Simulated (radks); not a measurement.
The numbers below are computed, except where a source is named.
Problem. These are the eigenvalues of the occupied orbitals of an atom or ion with whole-number occupations (eV). Code: a radial shooting solver on a logarithmic mesh with Libxc functionals. Model: Dirac Kohn-Sham, BLYP, spin-unpolarised, spherical densities, point nucleus.

1s1/2: -13340.91
2s1/2: -1756.643
2p1/2: -1584.587
2p3/2: -1537.043
3s1/2: -261.5399
3p1/2: -201.7335
3p3/2: -194.8831
3d3/2: -91.0922
3d5/2: -90.0029
4s1/2: -41.6282
4p1/2: -28.4531
4p3/2: -27.8005

Which element is it, and in what charge state? The configuration may be excited. Open shells, if any, fill j = l - 1/2 first.

Solution. Z = 35, bromine, charge +2: Br2+ in [Ar] 3d10 4s2 4p3. The list shows which subshells hold electrons but not how many an open one holds; the 1s level, -490.27 hartree, gives Z - s = 31.3 by -(Z - s)^2/2, which with screening and relativity narrows Z to a few neighbours, and the depths of the outer levels then fix element, charge and occupations together.
